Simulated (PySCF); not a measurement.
This PySCF input asks for the NMR shieldings of `C#CC[S@+](C)[B@H-](C)F`, C₅H₁₀BFS; the geometry comes from GFN2-xTB.

```python
import basis_set_exchange as bse
import numpy as np
from pyscf import gto, dft
from pyscf.prop import nmr

atoms = """
C    -2.145523    1.552213    1.334132
C    -2.014723    0.951333    0.307002
C    -1.817993    0.185409   -0.892062
S    -0.234690   -0.768476   -0.881481
C    -0.427702   -1.649696    0.690876
B     1.233646    0.732869   -0.292395
C     2.625074    0.008012   -0.622677
F     0.951551    0.885730    1.032911
H    -2.265123    2.106068    2.216557
H    -1.745875    0.837499   -1.763359
H    -2.622581   -0.538613   -1.035242
H     0.455640   -2.267742    0.814158
H    -0.493315   -0.923412    1.495845
H    -1.317296   -2.270690    0.646742
H     0.871453    1.641963   -0.961967
H     2.805437   -0.857463    0.013089
H     2.684548   -0.318351   -1.658533
H     3.448710    0.699664   -0.455253
"""
names = dict.fromkeys(["C", "S", "B", "F", "H"], "pcSseg-1")
basis = {el: gto.basis.parse(bse.get_basis(n, elements=[el], fmt="nwchem")) for el, n in names.items()}
mol = gto.M(atom=atoms, basis=basis, charge=0, verbose=0)
mf = dft.RKS(mol, xc="PBE0")
mf.grids.level = 2
mf.grids.alignment = dft.numint.BLKSIZE   # the property module wants whole blocks of grid points
mf.conv_tol = 1e-9
mf.kernel()

calc = nmr.RKS(mf)   # GIAO
C = mf.mo_coeff
Co = C[:, mf.mo_occ > 0]
resp = mf.gen_response(singlet=True, hermi=2)
def vind(x):   # induced exchange potential for any number of trial vectors
    d = np.einsum("pi,xij,qj->xpq", C, 2 * x.reshape(-1, C.shape[1], Co.shape[1]), Co, optimize=True)
    return np.einsum("xpq,pi,qj->xij", resp(d - d.transpose(0, 2, 1)), C, Co, optimize=True).ravel()
mo1, _ = nmr.rhf.solve_mo1(calc, with_cphf=vind)
sigma = calc.kernel(mo1)
for i, s in enumerate(sigma):   # ppm
    print("%2d %-2s %9.2f" % (i, mol.atom_pure_symbol(i), np.trace(s) / 3))
```

Question: Give the expected output.

Answer: 
```
 0 C     100.78
 1 C     109.43
 2 C     155.95
 3 S     490.68
 4 C     169.53
 5 B      87.38
 6 C     180.34
 7 F     338.17
 8 H      29.76
 9 H      28.32
10 H      28.39
11 H      29.79
12 H      28.39
13 H      30.05
14 H      27.42
15 H      31.84
16 H      31.88
17 H      31.35
```

These numbers come from an equivalent density-fitted implementation of the same equations, which agrees with the script to about 0.01 ppm for H and up to a few tenths of a ppm for heavy atoms, so last digits may differ.

Size and cost of the density-fitted run: 193 basis functions, 52 s wall time on 1 thread of an Arm Neoverse N1, shared host; peak memory 0.9 GiB.
